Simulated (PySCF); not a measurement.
**AlF₃ + H₂O → AlOF + 2 HF**

Level: PBE in the def2-TZVP basis family, all electrons, no relativity, computed in PySCF with density fitting; open shells unrestricted.

| species | state and structure | ZPE (kJ/mol) | H(298 K) − H(0) (kJ/mol) | S° (J/(mol K)) |
| --- | --- | --- | --- | --- |
| AlF₃ | singlet, D3h, Al–F 1.647 Å (×3) | 19.4 | 14.4 | 279.4 |
| H₂O | singlet, C2v, O–H 0.971 Å (×2); H–O–H 104.3° | 54.3 | 9.9 | 189.0 |
| AlOF | singlet, C∞v, Al–F 1.652 Å, Al–O 1.613 Å; F–Al–O 180.0° | 13.3 | 12.0 | 247.0 |
| HF | singlet, C∞v, H–F 0.932 Å | 23.8 | 8.7 | 173.9 |

Problem. Is the gas-phase reaction uphill or downhill in electronic energy at this level, and by how much?

Solution. At PBE/def2-TZVP, ΔE = 451.6 kJ/mol, uphill. 

Problem. Add zero-point, thermal and entropy terms for 298.15 K and 1 bar.

Solution. ΔZPE = -12.8 and Δ[H(298) − H(0)] = 5.1 kJ/mol give ΔH° = 443.9 kJ/mol. ΔS° = 126.4 J/(mol K), so ΔG° = 443.9 − 298.15 × (0.1264) = 406 kJ/mol.

The structures come from searches over a few start shapes, so lower isomers are not excluded.
